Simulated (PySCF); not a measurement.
# Working out the excitation energy of Se⁺

Se⁺ [Ar] 3d10 4s2 4p3 (4S) → Se⁺ [Ar] 3d10 4s1 4p4 (4P). All numbers are calculated (PySCF 2.14, the spin-free X2C one-electron Hamiltonian (Gaussian nucleus), in x2c-TZVPPall with one added diffuse shell each of s, p, d type (7s6p5d1f, 57 functions)). Frozen: [Ar] 3d10. Energies in hartree (1 hartree = 27.21139 eV):

```tsv
part	Se⁺ (lower)	Se⁺ (upper)
UHF	-2427.753139	-2427.352173
CCSD correlation	-0.089798	-0.107191
(T)	-0.002549	-0.007125
```

Question: What does Hartree-Fock give?

Answer: (-2427.352173) − (-2427.753139) = 0.400966 hartree = 10.911 eV.

Question: What do CCSD and CCSD(T) give?

Answer: The CCSD correlation energies differ by -0.017393 hartree = -0.473 eV and the triples by -0.004576 hartree = -0.125 eV, so CCSD gives 10.438 eV and CCSD(T) 10.313 eV.

Measured between the centres of the two terms (NIST): 10.523 eV, so CCSD(T) (valence) is off by -0.210 eV.

The coupled-cluster amplitudes are large, so a single reference is strained.

What remains against the reference includes basis incompleteness, the frozen core and higher excitations.
